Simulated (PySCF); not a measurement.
Relaxed structures of BH₃TeO, singlet (PBE0-D4/def2-TZVP; forces vanish, vibrations not checked; lower isomers may exist, and structures with a doubtful reference or unclear bonds are left out; Å). Program: PySCF 2.14 with density fitting (its default auxiliary sets; JK sets also for MP2 and CCSD(T)). Basis: def2-TZVPP. Cores are frozen in the correlated methods. Filled d shells of the heavier atoms are correlated. Core potentials replace the inner electrons of the atoms past krypton. The def2 sets are not built for correlating such inner shells, so the correlated values are less sure here.

**Question.** Rank them by CCSD(T) energy, lowest first, and give each one's height above the lowest. Links in brackets join atoms within 1.22 times the sum of their covalent radii (1.1 for two metals). (To be estimated.)
A.
BH₃TeO ([BH2][Te][OH])
```
6
angstrom
B -0.9077 0.5018 -0.5771
Te -0.4615 -1.2007 0.5263
O 1.2408 -0.6851 1.3674
H -1.9354 0.4717 -1.1835
H -0.1594 1.4277 -0.5894
H 1.9391 -0.7483 0.7090
```
B.
BH₃TeO ([O][Te]1[H][BH2]1)
```
6
angstrom
B -0.9148 0.0573 -0.5651
Te -0.5190 -0.8590 1.3244
O 1.2481 -1.0966 1.5295
H -2.0527 0.4125 -0.6619
H -0.0034 0.4550 -1.2187
H -0.9574 -1.2765 -0.6029
```
C.
a complex of BHO ([B][OH]) + H₂Te
```
6
angstrom
B 0.2921 -0.7161 1.3787
Te -1.2924 0.2401 -1.0043
O 1.5561 -0.9940 1.3143
H -1.6185 1.2038 -2.3394
H -1.3406 1.5713 -0.0290
H 2.0819 -0.8009 0.5297
```

**Answer.** By the calculation: A (0.0 kJ/mol), C (88.4 kJ/mol), B (202.5 kJ/mol). Heights count from the lowest.

T1 diagnostic: at most 0.025. The restricted Hartree–Fock reference is unstable towards an unrestricted one at one or more of these structures.

For scale, one of the runs: CCSD(T)/def2-TZVPP, 154 basis functions, launched by `OMP_NUM_THREADS=2 python run.py`. Time: 4.3 min of wall clock on 2 CPU threads of an Intel Xeon Platinum 8375C; the host was shared. Peak host memory: 1.4 GiB.
